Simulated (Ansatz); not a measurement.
The same path of BBrF2H2O (7 atoms, charge 0, multiplicity 1) was run twice with different band settings. Lost on the way: B1–Br2, H5–O6. Made: Br2–H5.

Method: Ansatz 0.2.0, RKS B3LYP-D4/def2-SVP.

Relaxed end points:

```xyz
7
Properties=species:S:1:pos:R:3
B -0.600 -0.237 -0.288
Br -1.532 1.000 1.010
F -0.450 0.260 -1.536
F -0.946 -1.524 -0.186
H 0.982 0.394 1.085
O 1.005 -0.175 0.293
H 1.541 0.283 -0.378
```

```xyz
7
Properties=species:S:1:pos:R:3
B -0.125 -0.697 -0.997
Br -0.659 1.452 2.813
F 0.297 -0.843 -2.245
F -1.213 -1.327 -0.607
H -0.160 0.812 1.628
O 0.537 0.086 -0.114
H 1.322 0.518 -0.478
```

Common settings: movable images 7; spring 5.0 eV/Å²; start path through a guess of the saddle point; force threshold 0.03 eV/Å; iteration limit 60; end points relaxed.

| run | climbing image | optimiser |
| --- | --- | --- |
| 1 | yes | quadratic models (default) |
| 2 | from the first iteration | lbfgs |

Task: What does each run give, and how far can it be trusted?

Result: Run 1: converged after 19 iterations, highest image 0.551 eV above the first end. A vibrational analysis at the climbing image gives one clearly imaginary mode, 975i cm⁻¹: a first-order saddle point.
Run 2: converged after 59 iterations, highest image 0.551 eV above the first end. Another band between the same ends (7 images) ends at a top of the same energy, where a vibrational analysis finds 1 clearly imaginary mode.
The orbitals stay closed-shell, which can raise the energy where a bond breaks towards radicals; this wasn't checked here.
